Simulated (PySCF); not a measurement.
Cartesian coordinates in Å; atom numbers follow the order of the lines, from 1:
```xyz
20

Si    2.095   -1.034    1.137
N     1.235    0.140    0.172
Si    2.046    1.503   -0.560
C    -0.138   -0.015   -0.020
C    -0.706   -1.282   -0.141
C    -2.066   -1.434   -0.329
C    -2.893   -0.326   -0.404
C    -2.341    0.937   -0.286
C    -0.981    1.093   -0.094
H     1.171   -1.514    2.163
H     2.580   -2.139    0.301
H     3.225   -0.329    1.734
H     2.034    2.661    0.342
H     3.421    1.080   -0.807
H     1.352    1.802   -1.811
H    -0.065   -2.150   -0.105
H    -2.482   -2.428   -0.424
H    -3.956   -0.447   -0.552
H    -2.974    1.812   -0.336
H    -0.562    2.081    0.019
```

[PySCF 2.14.0 with density-fitted response routines: PBE0/pcSseg-1 with gauge-including orbitals; coordinates at the GFN2-xTB level; one conformer; no relativistic terms; isolated molecule; equivalent nuclei averaged]

δ = σ(ref) − σ, references computed at the same level: $^{13}$C (σ = 186.93 ppm), $^{1}$H (σ = 31.72 ppm), $^{29}$Si (σ = 349.16 ppm) vs TMS; $^{15}$N (σ = 267.73 ppm) against NH3.

```
                  atoms    nucleus  count  Hirshfeld charge  δ (ppm)
                     C4   $^{13}$C      1              0.05        ?
                     C7   $^{13}$C      1             -0.06        ?
                Si1/Si3  $^{29}$Si      2              0.35    -49.3
                  C6/C8   $^{13}$C      2             -0.05    134.3
                     N2   $^{15}$N      1             -0.24        ?
                    H18    $^{1}$H      1              0.05     7.18
                H16/H20    $^{1}$H      2              0.04     7.09
                H17/H19    $^{1}$H      2              0.05     7.55
                  C5/C9   $^{13}$C      2             -0.07    125.5
H10/H11/H12/H13/H14/H15    $^{1}$H      6             -0.08     4.92
```

Q: Complete the table.

A: 
- C4: 157.9 ppm, aromatic carbon bearing nitrogen; the electronegative substituent deshields the carbon that carries it
- C7: 125.6 ppm, aromatic CH
- N2: 40.5 ppm, aniline-type nitrogen

Shifts are as computed. Against solution values, carbons near 30 ppm lie about +3 ppm off and those near 130 ppm about +5 ppm. Of 1211 compounds with measured shifts, 218 miss one by over three times the rms of a fit or turn the order of signals round; such compounds aren't used in these exercises. Experimental scales use liquid or dissolved standards, which lie at an offset from isolated NH3 (liquid NH3: subtract about 20 ppm).
